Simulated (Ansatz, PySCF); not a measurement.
Dimer: H2O (SMILES O) (first 3 atoms) with CH4S (SMILES CS); geometry from B3LYP-D3(BJ)/def2-TZVP.
(charge 0, multiplicity 1):
```xyz
9

O     -0.0310     0.4826     0.0375
H     -0.7544     0.0981    -0.4692
H      0.7752     0.2062    -0.4116
C     -0.2954     0.8405     4.2021
S     -0.1358    -0.7654     3.3536
H     -1.2028     1.3578     3.8969
H     -0.3542     0.6254     5.2677
H      0.5724     1.4704     4.0176
H     -0.0829    -0.2784     2.0994
```

Basis-set superposition error: the interaction energy with monomers in their own basis, and in the dimer's basis (counterpoise).

Run with Ansatz (a program for electronic structure) with Gaussian orbitals; PySCF for 6-31G* rows. Each number belongs to the level named beside it.

| level | uncorrected (kJ/mol) | counterpoise (kJ/mol) | difference |
|---|---|---|---|
| HF/6-31G* | -8.2 | -4.9 | 3.3 |
| HF/aug-cc-pV(D+d)Z | -3.9 | -2.9 | 0.9 |
| PBE/def2-TZVPPD | -9.2 | -8.9 | 0.2 |
| PBE0/def2-TZVPPD | -8.6 | -8.5 | 0.2 |
| BHLYP/def2-TZVPPD | -7.4 | -7.2 | 0.1 |
| wB97M-V/def2-TZVPPD | -9.1 | -9.0 | 0.2 |
| B2PLYP/def2-TZVPPD | -8.0 | -7.4 | 0.6 |
| SCS-MP2/aug-cc-pV(D+d)Z | -10.1 | -6.6 | 3.5 |
| SCS-MP2/aug-cc-pV(Q+d)Z | -8.7 | -7.8 | 0.9 |
| CCSD/aug-cc-pV(D+d)Z | -10.1 | -6.8 | 3.3 |

The error is largest for SCS-MP2/aug-cc-pV(D+d)Z (3.5 kJ/mol) and smallest for BHLYP/def2-TZVPPD (0.1 kJ/mol).
